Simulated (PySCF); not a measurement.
# Where the electron goes

Species: C₄H₈F₃O₂ (charge +1).
Z-matrix (Å and degrees, GFN2-xTB geometry), rows numbered from 1:
```
C 
O   1  1.4568
C   2  1.4576  1  111.37
C   2  1.4309  1  112.65  3   126.93
O   4  1.4108  2  107.95  1   -64.06
C   5  1.3578  4  116.36  2   161.56
F   6  1.3274  5  111.31  4    58.93
F   6  1.3331  5  110.86  4   -60.13
F   6  1.3063  5  108.39  4   179.80
H   1  1.0894  2  107.44  3    60.33
H   1  1.0898  2  108.52  3   178.02
H   1  1.0908  2  111.35  3   -60.56
H   3  1.0896  2  108.25  1  -173.69
H   3  1.0906  2  111.20  1    65.19
H   3  1.0892  2  107.67  1   -55.88
H   4  1.0999  2  108.07  1    56.78
H   4  1.1000  2  107.80  1   175.79
```

Level of theory: TDDFT PBE0/def2-SVPD, vertical, gas phase, core orbitals frozen in the response (PySCF).

Kohn–Sham orbitals with the atoms that hold most of them (Löwdin shares over 4%, at most four atoms; ? is withheld):

```
orbital  ε (eV)                             atoms
 LUMO+2   -3.01  O2 17%, O5 11%, H16 11%, H17 10%
 LUMO+1   -3.70     C1 14%, C3 14%, C4 8%, H10 7%
   LUMO   -4.54    O2 20%, C3 16%, C1 16%, C4 12%
   HOMO       ?                                 ?
 HOMO-1  -15.83                                 ?
 HOMO-2  -16.07            F7 34%, F8 34%, F9 32%
 HOMO-3  -16.31    F7 25%, O5 25%, O2 13%, F8 10%
```

Which atoms hold the HOMO-1, and with what shares?

O2 (bonded to 3 C) 25%; O5 (bonded to 2 C) 16%; C3 (bonded to O and 3 H) 11%; C1 (bonded to O and 3 H) 10%. By element: oxygen 41%, carbon 21% or more.

Which atoms hold the HOMO, and with what shares?

O5 (bonded to 2 C) 59%; C4 (bonded to 2 O and 2 H) 11%; F8 (bonded to C) 8%; F7 (bonded to C) 6%. By element: oxygen 59% or more, fluorine 14% or more, carbon 11% or more.

What is the HOMO energy, and the HOMO–LUMO gap?

ε(HOMO) = -14.70 eV; the gap is 10.15 eV (0.3731 hartree).

How does S1 compare with the orbital gap of 10.15 eV?

S1 is at 8.71 eV (f = 0.0020), 1.44 eV below the gap, made of HOMO→LUMO (97%). 

Give energy, strength and leading configuration of S1, S2 and S3, and follow the Löwdin shares of the leading atoms from the occupied to the empty orbital.

- S1 (8.71 eV, f 0.0020), HOMO→LUMO (97%): O5 59% → at most 13%, C4 11% → 12%, O2 at most 6% → 20%, C3 at most 6% → 16%
- S2 (9.63 eV, f 0.0068), HOMO-1→LUMO (89%): O2 25% → 20%, O5 16% → at most 13%, C3 11% → 16%
- S3 (9.83 eV, f 0.0024), HOMO→LUMO+1 (90%): O5 59% → at most 8%, C4 11% → 8%, C1 at most 6% → 14%, C3 at most 6% → 14%

Löwdin shares depend on the basis, the more so with diffuse functions.

One conformer stands for the species.
